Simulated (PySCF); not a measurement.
BH2O3, SMILES [O]B(O)O, multiplicity 2. Atoms are numbered in the order given.

```xyz
6

O      0.0000     0.0000     1.4352
B      0.0000     0.0000     0.0553
O      0.0000    -1.2268    -0.5464
O      0.0000     1.2268    -0.5464
H      0.0000    -1.2136    -1.5076
H      0.0000     1.2136    -1.5076
```
Charge 0, spin multiplicity 2.

Geometry optimised at ωB97X-D3(BJ)/def2-SVP. The isomer is the one that the SMILES or the coordinates give; other isomers of the formula were not compared. The values are those of a single conformer.

Level of theory: PBE/def2-TZVPD run with PySCF.

Mulliken values depend strongly on the basis, most of all with diffuse functions as here. ESP charges are fitted to the potential on shells at 1.4 to 2.0 van der Waals radii. Atomic charges (e):

| atom | Mulliken | ESP fit | meta-Löwdin | Mulliken spin |
|---|---|---|---|---|
| O1 | -0.21 | -0.20 | -0.21 | 0.98 |
| B2 | 0.51 | 0.57 | 0.53 | -0.02 |
| O3 | -0.40 | -0.56 | -0.51 | 0.01 |
| O4 | -0.40 | -0.56 | -0.51 | 0.01 |
| H5 | 0.25 | 0.38 | 0.35 | 0.01 |
| H6 | 0.25 | 0.38 | 0.35 | 0.01 |
